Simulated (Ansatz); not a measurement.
System: MgF, charge 1, multiplicity 1. 
Coordinates optimised at B3LYP-D3(BJ)/def2-TZVP (Ansatz, an electronic-structure program):
SMILES: [Mg+][F]
```xyz
2

Mg     0.0000     0.0000    -0.7312
F      0.0000     0.0000     0.9749
```
Charge +1, spin multiplicity 1.

Wanted: vertical electron affinity (to the doublet state of charge +0; a negative value means that the extra electron is unbound and the number depends on the basis; each state is the SCF solution reached for its spin), in eV. Cores are frozen in the correlated levels unless marked. UHF or UKS for open shells. Spin-orbit coupling is left out. No relativistic terms. CBS marks a two-point X^-3 extrapolation of the correlation energy; Hartree-Fock from the larger set.

```
level             program  vertical electron affinity (eV)
----------------  -------  -------------------------------
SVWN5/def2-TZVPD   Ansatz                             7.97
PBE/def2-TZVPD     Ansatz                             7.90
B3LYP/def2-TZVPD   Ansatz                             8.04
PBE0/def2-TZVPD    Ansatz                             7.93
```

Problem. Predict the CCSD(T)/CBS(def2-TZVPPD,def2-QZVPPD) result (Ansatz).

Solution. 7.64 eV
